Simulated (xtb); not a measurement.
xtb input (GFN1-xTB):

```bash
xtb mol.xyz --gfn 1 --sp --chrg 0 --uhf 0
```
mol.xyz:
```
16

C      0.58261007     2.69898201     0.27762983
O     -0.47365806     1.75413857     0.24819419
Ga    -0.25904899     0.00214010     0.01765815
O     -1.72402864    -0.99385415    -0.00380560
C     -1.68237737    -2.40443279    -0.17859820
O      1.30101830    -0.84813829    -0.19388544
C      2.57965723    -0.23833676    -0.19229997
H      1.31876217     2.47825689     1.05752840
H      1.10716004     2.76173353    -0.68155798
H      0.14823816     3.67805511     0.49023793
H     -0.66555282    -2.79347755    -0.28170777
H     -2.15184087    -2.88693357     0.68308625
H     -2.24811001    -2.67321970    -1.07500001
H      2.82193303     0.20762135     0.77807465
H      2.67177562     0.53824953    -0.95868626
H      3.32216109    -1.01107223    -0.40379297
```

End of the output:

```
         :::::::::::::::::::::::::::::::::::::::::::::::::::::
         ::                     SUMMARY                     ::
         :::::::::::::::::::::::::::::::::::::::::::::::::::::
         :: total energy             -26.659446430453 Eh    ::
         :: gradient norm              0.021982417768 Eh/a0 ::
         :: HOMO-LUMO gap              5.969945864646 eV    ::
         ::.................................................::
         :: SCC energy               -26.841926052154 Eh    ::
         :: -> electrostatic           0.134341212701 Eh    ::
         :: repulsion energy           0.187339318678 Eh    ::
         :: dispersion energy         -0.004859696977 Eh    ::
         :: halogen bond corr.         0.000000000000 Eh    ::
         :: add. restraining           0.000000000000 Eh    ::
         :: total charge              -0.000000000000 e     ::
         :::::::::::::::::::::::::::::::::::::::::::::::::::::

           -------------------------------------------------
          |                Property Printout                |
           -------------------------------------------------

    * Orbital Energies and Occupations

         #    Occupation            Energy/Eh            Energy/eV
      -------------------------------------------------------------
         1        2.0000           -0.7510750             -20.4378
       ...           ...                  ...                  ...
         9        2.0000           -0.5656906             -15.3932
        10        2.0000           -0.5648869             -15.3714
        11        2.0000           -0.5565206             -15.1437
        12        2.0000           -0.5536210             -15.0648
        13        2.0000           -0.5509350             -14.9917
        14        2.0000           -0.5448060             -14.8249
        15        2.0000           -0.5427440             -14.7688
        16        2.0000           -0.4827566             -13.1365
        17        2.0000           -0.4631780             -12.6037
        18        2.0000           -0.4475780             -12.1792
        19        2.0000           -0.4465396             -12.1510
        20        2.0000           -0.4411952             -12.0055
        21        2.0000           -0.4397143             -11.9652 (HOMO)
        22                         -0.2203229              -5.9953 (LUMO)
        23                         -0.1547231              -4.2102
        24                         -0.1379902              -3.7549
        25                         -0.1342079              -3.6520
        26                         -0.1200406              -3.2665
        27                         -0.0973824              -2.6499
        28                         -0.0888697              -2.4183
        29                         -0.0810102              -2.2044
        30                         -0.0620660              -1.6889
        31                         -0.0534750              -1.4551
        32                         -0.0490046              -1.3335
       ...                                ...                  ...
        51                          0.8385343              22.8177
      -------------------------------------------------------------
                  HL-Gap            0.2193915 Eh            5.9699 eV
             Fermi-level           -0.3300186 Eh           -8.9803 eV

  Mulliken/CM5 charges         n(s)   n(p)   n(d)
     1C     0.18587  0.06630   0.965  2.849  0.000
     2O    -0.48474 -0.57529   1.650  4.835  0.000
     3Ga    0.74080  0.83892   0.906  1.025  0.329
     4O    -0.47698 -0.56752   1.648  4.829  0.000
     5C     0.18551  0.06610   0.966  2.849  0.000
     6O    -0.50236 -0.59437   1.655  4.847  0.000
     7C     0.18643  0.06688   0.965  2.849  0.000
     8H     0.01297  0.07193   0.987  0.000  0.000
     9H     0.01340  0.07218   0.987  0.000  0.000
    10H     0.02462  0.08410   0.975  0.000  0.000
    11H     0.03055  0.09200   0.969  0.000  0.000
    12H     0.01818  0.07709   0.982  0.000  0.000
    13H     0.01811  0.07700   0.982  0.000  0.000
    14H     0.01309  0.07183   0.987  0.000  0.000
    15H     0.01280  0.07172   0.987  0.000  0.000
    16H     0.02175  0.08112   0.978  0.000  0.000

Wiberg/Mayer (AO) data.
largest (>0.10) Wiberg bond orders for each atom

 ---------------------------------------------------------------------------
     #   Z sym  total        # sym  WBO       # sym  WBO       # sym  WBO
 ---------------------------------------------------------------------------
     1   6 C    3.933 --    10 H    0.977     9 H    0.976     8 H    0.976
                             2 O    0.955
     2   8 O    2.171 --     3 Ga   1.032     1 C    0.955
     3  31 Ga   3.307 --     4 O    1.063     2 O    1.032     6 O    1.006
     4   8 O    2.186 --     3 Ga   1.063     5 C    0.949
     5   6 C    3.929 --    12 H    0.979    13 H    0.979    11 H    0.967
                             4 O    0.949
     6   8 O    2.152 --     3 Ga   1.006     7 C    0.956
     7   6 C    3.935 --    16 H    0.977    14 H    0.977    15 H    0.976
                             6 O    0.956
     8   1 H    1.011 --     1 C    0.976
     9   1 H    1.012 --     1 C    0.976
    10   1 H    1.017 --     1 C    0.977
    11   1 H    1.009 --     5 C    0.967
    12   1 H    1.015 --     5 C    0.979
    13   1 H    1.015 --     5 C    0.979
    14   1 H    1.012 --     7 C    0.977
    15   1 H    1.012 --     7 C    0.976
    16   1 H    1.017 --     7 C    0.977
 ---------------------------------------------------------------------------

Topologies differ in total number of bonds
Writing topology from bond orders to xtbtopo.mol

 dipole moment from electron density (au)
     X       Y       Z
   1.4841   0.1556  -0.0820  total (Debye):    3.799

           -------------------------------------------------
          | TOTAL ENERGY              -26.659446430453 Eh   |
          | GRADIENT NORM               0.021982417768 Eh/α |
          | HOMO-LUMO GAP               5.969945864646 eV   |
           -------------------------------------------------

------------------------------------------------------------------------
------------------------------------------------------------------------
 total:
Note: The following floating-point exceptions are signalling: IEEE_DENORMAL
normal termination of xtb
 SCF:
```
